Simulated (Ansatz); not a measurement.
Reaction (ligand exchange at the Al–C bond): `C#[C][AlH][NH2]` + CH₃OH → `C[O][AlH][NH2]` + acetylene

Program: Ansatz. Geometries: PBE0-D4/def2-TZVP. ΔE: electronic, gas phase. CBS: MP2 limit from def2 TZ/QZ plus the TZ coupled-cluster correction, frozen cores. This one scheme is used for every species. Functionals use def2-TZVPP. HSE06 is defined as in plane-wave codes. One conformer a species, not always the lowest.

(1) Is it downhill or uphill in electronic energy at CCSD(T)/CBS, and by how much? (Best estimate.)

(2) What do these levels give: LDA (SPW92), revPBE-D4, r2SCAN0-D4, ωB97M-V, PBE-QIDH, PBE, PBE0, r2SCAN0, HSE06, HF/def2-TZVPP, SCS-MP2/def2-TZVPP, HF/def2-QZVPP? (An estimate is asked.)

Largest T1 diagnostic among the species: 0.013.

Answers

(1) The calculation gave: Downhill: ΔE = -0.68 eV.

(2) The calculation gave: LDA (SPW92) -0.70, revPBE-D4 -0.61, r2SCAN0-D4 -0.69, ωB97M-V -0.70, PBE-QIDH -0.66, PBE -0.62, PBE0 -0.63, r2SCAN0 -0.69, HSE06 -0.63, HF/def2-TZVPP -0.72, SCS-MP2/def2-TZVPP -0.70, HF/def2-QZVPP -0.73 eV.

From BLYP to BHLYP (50 % exact exchange), in def2-TZVPP and without D4, ΔE moves by −0.04 eV. At CCSD(T), def2-SVP lies −0.04 eV from the extrapolated value and def2-TZVPP +0.01 eV.
